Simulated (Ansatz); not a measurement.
`[CH3][Sn]([CH3])([CH3])[Br]`. Charge 0, multiplicity 1. Sn takes the def2 core potential.

Cartesian coordinates in Å:
```
C -1.582 0.176 1.320
Sn 0.201 -0.214 0.215
C -0.136 -1.354 -1.558
C 1.389 1.528 -0.114
Br 1.588 -1.691 1.697
H -2.250 0.817 0.742
H -2.089 -0.763 1.541
H -1.330 0.673 2.257
H 0.819 -1.602 -2.020
H -0.738 -0.780 -2.265
H -0.661 -2.275 -1.306
H 0.859 2.228 -0.763
H 2.330 1.244 -0.585
H 1.600 2.012 0.839
```

**Question.** List the harmonic frequencies (cm⁻¹, unscaled) at PBE0-D4/def2-TZVP in Ansatz. (An estimate is asked.)

**Answer.** Ansatz gave: 78, 82, 82, 108, 108, 133, 135, 135, 243, 518, 546, 546, 690, 724, 724, 791, 795, 796, 1221, 1221, 1230, 1442, 1447, 1447, 1451, 1451, 1459, 3065, 3065, 3066, 3160, 3160, 3160, 3171, 3171, 3171.

**Question.** Is this a minimum?

**Answer.** Yes, all 36 modes are real.

**Question.** Give the ideal-gas thermochemistry at 298.15 K and 1 bar (rigid rotor, harmonic oscillator; point group C3v, symmetry number 3).

**Answer.** Zero-point energy 285.9 kJ/mol; H(298) − E = 315.5 kJ/mol; entropy 425.0 J/(mol·K), of which translation 177.4, rotation 113.4, vibration 134.3; G(298) − E = 188.8 kJ/mol. Modes under 100 cm⁻¹ are hindered rotations or soft bends, so the harmonic entropy is rough.

**Question.** And at 400, 500, 600, 800 and 1000 K?

**Answer.** 
```csv
T (K),H − E (kJ/mol),S (J/mol/K),G − E (kJ/mol)
400,331.3,470.5,143.1
500,349.0,509.9,94.0
600,368.4,545.3,41.3
800,411.6,607.3,-74.2
1000,459.4,660.5,-201.1
```

**Question.** Rotational constants (cm⁻¹)?

**Answer.** 0.08, 0.03346, 0.03345.
